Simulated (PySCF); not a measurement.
Where the electron goes

Species: C4H3ClO2.
Numbering: `[O:1]=[C:2]1[CH2:3][CH:4]=[C:5]([Cl:6])[O:7]1` (hydrogens: H8, H9 on C3; H10 on C4)

Geometry (GFN2-xTB, Å), atoms numbered from 1 in this order:
```
atom  x, y, z in Å
O1    -2.0681    1.3696    0.1280
C2    -1.0217    0.8054    0.0613
C3    -0.7390   -0.6874    0.0524
C4     0.7503   -0.7237   -0.0487
C5     1.1799    0.5356   -0.0853
Cl6    2.7517    1.1607   -0.1951
O7     0.1717    1.4654   -0.0235
H8    -1.1230   -1.1497    0.9640
H9    -1.2432   -1.1624   -0.7916
H10    1.3502   -1.6088   -0.0841
```

Theory: PySCF, TDDFT CAM-B3LYP/def2-SVPD, vertical, gas phase, core orbitals frozen in the response.

Kohn–Sham orbitals with the atoms that hold most of them (Löwdin shares over 4%, at most four atoms; ? is withheld):

```csv
orbital,ε (eV),atoms
LUMO+2,1.29,"C2 17%, C4 17%, C5 14%, O7 14%"
LUMO+1,1.02,"C4 18%, C3 16%, Cl6 14%, C2 14%"
LUMO,?,?
HOMO,-8.77,?
HOMO-1,-10.07,"O1 63%, C2 11%, C3 9%, O7 8%"
HOMO-2,-11.36,"Cl6 79%, C5 8%, C4 5%"
HOMO-3,-11.41,"Cl6 45%, O1 22%, O7 20%, C5 6%"
```

Problem. Give the leading atoms of the HOMO.

Solution. C4 (bonded to 2 C and H) 31%; C5 (bonded to C, Cl and O) 23%; Cl6 (bonded to C) 15%; O7 (bonded to 2 C) 12%. By element: carbon 54% or more, chlorine 15%, oxygen 12% or more.

Problem. Give the leading atoms of the LUMO.

Solution. C2 (bonded to C and 2 O) 20%; C5 (bonded to C, Cl and O) 18%; O1 (bonded to C) 16%; C4 (bonded to 2 C and H) 12%. By element: carbon 51% or more, oxygen 16% or more.

Problem. What is the LUMO energy, and the HOMO–LUMO gap?

Solution. ε(LUMO) = 0.20 eV; the gap is 8.97 eV (0.3296 hartree).

Problem. How does S1 compare with the orbital gap of 8.97 eV?

Solution. S1 is at 5.65 eV (f = 0.0006), 3.32 eV below the gap, made of HOMO-1→LUMO (74%), HOMO-1→LUMO+2 (22%). Its leading pair isn't HOMO and LUMO; the energies of that pair differ by 10.27 eV. Without the coupling terms of the response equations the lowest excitation would equal the gap.

Problem. Give energy, strength and leading configuration of S1, S2 and S4, and follow the Löwdin shares of the leading atoms from the occupied to the empty orbital.

Solution. 
- S1 (5.65 eV, f 0.0006), HOMO-1→LUMO (74%): O1 63% → 16%, C2 11% → 20%, C5 at most 9% → 18%
- S2 (5.85 eV, f 0.097), HOMO→LUMO (95%): C4 31% → 12%, C5 23% → 18%, C2 at most 13% → 20%
- S4 (6.73 eV, f 0.0011), HOMO→LUMO+1 (77%): C4 31% → 18%, C5 23% → at most 14%, C3 at most 13% → 16%

Löwdin shares depend on the basis, the more so with diffuse functions.
